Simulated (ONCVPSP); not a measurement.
## Varying the ONCV potential for copper

Base potential:

ONCVPSP 4.0.1 input, shortened (lines: element, Z, core and valence counts, functional; n l f; lmax; l rc ep ncon nbas qcut; lloc lpopt rc5 dvloc0; l nproj debl; icmod fcfact rcfact), LDA (Perdew-Zunger), scalar-relativistic:

```
  Cu 29.00    3    4        3      upf
    1    0    2.00
    2    0    2.00
    2    1    6.00
    3    0    2.00
    3    1    6.00
    3    2   10.00
    4    0    1.00
    2
    0    1.35    0.00    4    7    9.10
    1    0.80    0.00    3    6    8.20
    2    1.55    0.00    4    8    8.10
    4    5    0.60    6.00
    0    2    2.20
    1    2    1.80
    2    2    2.80
    2    0.35    1.15
```

In the p channel the program set the typed energies aside and used -2.647, 0.250 Ha.

Cutoffs, loose and tight: the cutoffs (Ha) at which the residual kinetic energy of the hardest occupied pseudo-wave falls to 1 and 0.1 mHa per electron. They do not see the model core or the augmentation charge, which bear on the density cutoff. Test errors are all-electron minus pseudo excitation energies from the reference, over the configurations 3s2 3p6 3d10 4s0; 3s2 3p6 3d9 4s0; 3s2 3p6 3d8 4s0; 3s2 3p6 3d10 4s0 4p1. A dash means not determined; rows that change the core or the reference have their own tests. The largest error is taken over the tests solved by every variant that gives reliable tests at all: 3s2 3p6 3d10 4s0; 3s2 3p6 3d10 4s0 4p1; 3s2 3p6 3d9 4s0.

```tsv
change	outcome	cutoff, loose	cutoff, tight	bound ghosts	GHOST(+) flags above zero	largest test error (meV)
base	generated, projector energies reset by the program	67 Ha	140 Ha	none	s	+17
s: qcut 14	generated, projector energies reset by the program	67 Ha	140 Ha	none	s	+17
local potential polynomial inside 0.60 bohr (lpopt 5, dvloc0 3.5 Ha)	generated, projector energies reset by the program	67 Ha	140 Ha	none	s	+18
core correction polynomial model core, fcfact 0.45	generated, projector energies reset by the program	67 Ha	140 Ha	none	s	+17
local potential polynomial inside 0.65 bohr (lpopt 5, dvloc0 6 Ha)	generated, projector energies reset by the program	67 Ha	140 Ha	none	none	+17
```

Task: What comes out with this change to the base: d: qcut 11.1?

Result: outcome: generated, projector energies reset by the program; cutoff, loose: 67 Ha; cutoff, tight: 140 Ha; bound ghosts: none; GHOST(+) flags above zero: s; largest test error (meV): +6.6.
